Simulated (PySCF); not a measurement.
Members of one series of related molecules.

All values: CAM-B3LYP/def2-SVPD (PySCF) at GFN2-xTB geometries, gas phase, one conformer each. Core orbitals are frozen in the response; Δα² is half the sum of the squared differences of the principal polarisabilities.

Question: Rank by HOMO–LUMO gap, highest first.
A. `n1nc(C=C)oc1C`
B. `Cc1nnc(C(F)(F)F)o1`
C. `C#Cc1nnc(C(F)(F)F)o1`
D. `O=Cc1nnc(C(F)(F)F)o1`

Answer: B (9.71 eV), C (8.40 eV), D (8.17 eV), A (8.02 eV).

Question: Rank by dipole moment, lowest first.
A. `C#Cc1nnc(C(F)(F)F)o1`
B. `[O:1]=[CH:2][c:3]1[n:4][n:5][c:6]([C:7]([F:8])([F:9])[F:10])[o:11]1` with O1–C2–C3–N4 180°
C. `Cc1nnc(C(F)(F)F)o1`

Answer: B (0.83 D), A (3.74 D), C (4.00 D).

All values together:

| SMILES | change | formula | μ (D) | HOMO (eV) | LUMO (eV) | α (Å³) | Δα (Å³) | electrons | α per electron (Å³) |
| --- | --- | --- | --- | --- | --- | --- | --- | --- | --- |
| Cc1nnc(C(F)(F)F)o1 | parent | C4H3F3N2O | 4.00 | -10.01 | -0.30 | 9.51 | 4.63 | 76 | 0.125 |
| O=Cc1nnc(C(F)(F)F)o1 | CH3 replaced by CHO | C4HF3N2O2 | 0.83 | -10.42 | -2.25 | 10.11 | 6.16 | 82 | 0.123 |
| C=Cc1nnc(C)o1 | CF3 replaced by vinyl | C5H6N2O | 3.66 | -8.46 | -0.44 | 11.50 | 7.85 | 58 | 0.198 |
| C#Cc1nnc(C(F)(F)F)o1 | CH3 replaced by ethynyl | C5HF3N2O | 3.74 | -9.72 | -1.32 | 11.42 | 9.36 | 80 | 0.143 |

Conformers: `[O:1]=[CH:2][c:3]1[n:4][n:5][c:6]([C:7]([F:8])([F:9])[F:10])[o:11]1` with O1–C2–C3–N4 180°; `[CH2:1]=[CH:2][c:3]1[n:4][n:5][c:6]([CH3:7])[o:8]1` with C1–C2–C3–N4 180°.

Q: Give the shifts from the parent, `Cc1nnc(C(F)(F)F)o1`.

A: 
| SMILES | change in μ (D) | change in HOMO (eV) | change in LUMO (eV) | change in mean α (Å³) |
| --- | --- | --- | --- | --- |
| O=Cc1nnc(C(F)(F)F)o1 | -3.17 | -0.41 | -1.95 | +0.60 |
| C=Cc1nnc(C)o1 | -0.34 | +1.55 | -0.14 | +1.99 |
| C#Cc1nnc(C(F)(F)F)o1 | -0.26 | +0.29 | -1.02 | +1.91 |
